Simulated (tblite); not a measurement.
Record of a relaxation.

SbF6 (charge -1).
Bonds: F1–Sb2, Sb2–F3, Sb2–F4, Sb2–F5, Sb2–F6, Sb2–F7.

Computed with GFN2-xTB (tblite), gas phase: L-BFGS steps from a force-field or distance-geometry start until the largest atomic force falls under 0.01 eV/Å.

Step 0: E = -844.8746 eV, largest atomic force 0.655 eV/Å
```
atom  x, y, z in Å  |  force x, y, z in eV/Å
F1     -0.195    1.954    0.337    0.034  -0.460  -0.095
Sb2    -0.005    0.004   -0.011    0.152  -0.096   0.164
F3      1.110   -0.176    1.658   -0.366   0.064  -0.539
F4     -1.654   -0.349    1.052    0.405   0.094  -0.271
F5      0.202   -1.959   -0.334   -0.063   0.529   0.068
F6     -1.107    0.172   -1.661    0.281  -0.038   0.411
F7      1.653    0.359   -1.068   -0.444  -0.092   0.262
```

Step 1: E = -844.8988 eV, largest atomic force 0.585 eV/Å
```
atom  x, y, z in Å  |  force x, y, z in eV/Å
F1     -0.195    1.948    0.335    0.035  -0.434  -0.086
Sb2    -0.003    0.003   -0.009    0.103  -0.065   0.112
F3      1.105   -0.176    1.651   -0.327   0.056  -0.482
F4     -1.649   -0.347    1.048    0.380   0.085  -0.248
F5      0.201   -1.952   -0.333   -0.055   0.483   0.065
F6     -1.103    0.171   -1.655    0.271  -0.038   0.395
F7      1.647    0.358   -1.064   -0.407  -0.088   0.245
```

Step 2: E = -845.0004 eV, largest atomic force 0.701 eV/Å
```
atom  x, y, z in Å  |  force x, y, z in eV/Å
F1     -0.189    1.873    0.321    0.021   0.004   0.028
Sb2     0.015   -0.008    0.010   -0.443   0.277  -0.467
F3      1.048   -0.166    1.567    0.231  -0.046   0.341
F4     -1.583   -0.333    1.005   -0.036  -0.030   0.074
F5      0.192   -1.868   -0.322    0.043  -0.182  -0.010
F6     -1.056    0.165   -1.587    0.064  -0.021   0.072
F7      1.576    0.343   -1.022    0.120  -0.001  -0.039
```

Step 3: E = -845.0120 eV, largest atomic force 0.250 eV/Å
```
atom  x, y, z in Å  |  force x, y, z in eV/Å
F1     -0.190    1.889    0.324    0.016  -0.090  -0.005
Sb2     0.006   -0.003    0.001   -0.159   0.101  -0.164
F3      1.063   -0.168    1.588    0.021  -0.007   0.033
F4     -1.597   -0.336    1.015    0.067   0.004  -0.017
F5      0.194   -1.888   -0.324    0.007   0.031   0.009
F6     -1.066    0.166   -1.601    0.083  -0.017   0.107
F7      1.593    0.346   -1.031   -0.037  -0.023   0.038
```

Step 4: E = -845.0138 eV, largest atomic force 0.157 eV/Å
```
atom  x, y, z in Å  |  force x, y, z in eV/Å
F1     -0.189    1.885    0.323    0.009  -0.048  -0.002
Sb2     0.004   -0.002   -0.001   -0.100   0.064  -0.102
F3      1.062   -0.168    1.586    0.020  -0.005   0.033
F4     -1.594   -0.336    1.013    0.036   0.000  -0.003
F5      0.194   -1.884   -0.324    0.006   0.013   0.002
F6     -1.063    0.166   -1.597    0.046  -0.009   0.054
F7      1.590    0.345   -1.029   -0.016  -0.015   0.019
```

Step 5: E = -845.0145 eV, largest atomic force 0.012 eV/Å
```
atom  x, y, z in Å  |  force x, y, z in eV/Å
F1     -0.189    1.881    0.323   -0.001   0.000   0.000
Sb2     0.001    0.000   -0.004   -0.004   0.003  -0.002
F3      1.061   -0.168    1.585    0.003   0.000   0.010
F4     -1.591   -0.335    1.012    0.003  -0.002   0.008
F5      0.194   -1.882   -0.323    0.001   0.005  -0.005
F6     -1.060    0.165   -1.593    0.000   0.001  -0.012
F7      1.587    0.344   -1.027   -0.002  -0.007   0.000
```

Step 6: E = -845.0145 eV, largest atomic force 0.010 eV/Å
```
atom  x, y, z in Å  |  force x, y, z in eV/Å
F1     -0.189    1.881    0.323   -0.001  -0.001  -0.001
Sb2     0.001    0.000   -0.004   -0.001   0.001   0.001
F3      1.061   -0.168    1.585    0.001   0.001   0.006
F4     -1.591   -0.335    1.012    0.004  -0.002   0.007
F5      0.194   -1.882   -0.323    0.001   0.007  -0.005
F6     -1.060    0.165   -1.593    0.001   0.001  -0.010
F7      1.587    0.344   -1.027   -0.004  -0.007   0.001
```

Q: Summarise the path.

A: The energy falls by 3.23 kcal/mol from step 0 to step 6; nine tenths of that is first reached at step 3. It falls at every step. The largest force goes from 0.655 to 0.010 eV/Å. Among the bonds Sb2–F3 changes most, from 2.016 to 1.918 Å; the atoms move by 0.074 Å rms after alignment.

Q: Follow the three bonds and two angles with the largest change from start to end.

A: 
```tsv
step	E above end (kcal/mol)	largest force (eV/Å)	Sb2–F3 (Å)	Sb2–F5 (Å)	Sb2–F7 (Å)	F1–Sb2–F5 (°)	F3–Sb2–F5 (°)
0	3.23	0.655	2.016	2.001	1.998	179.1	89.3
1	2.67	0.585	2.004	1.992	1.990	179.3	89.4
2	0.33	0.701	1.875	1.897	1.904	178.9	90.7
3	0.06	0.250	1.914	1.922	1.925	179.7	90.1
4	0.02	0.157	1.914	1.919	1.921	179.9	90.0
5	0.00	0.012	1.917	1.919	1.918	179.8	89.8
6	0.00	0.010	1.918	1.919	1.919	179.7	89.8
```

The cost below is that of the whole relaxation. Hardware: one thread of an Intel Xeon 6975P-C, shared host. Cost: under 0.1 s.
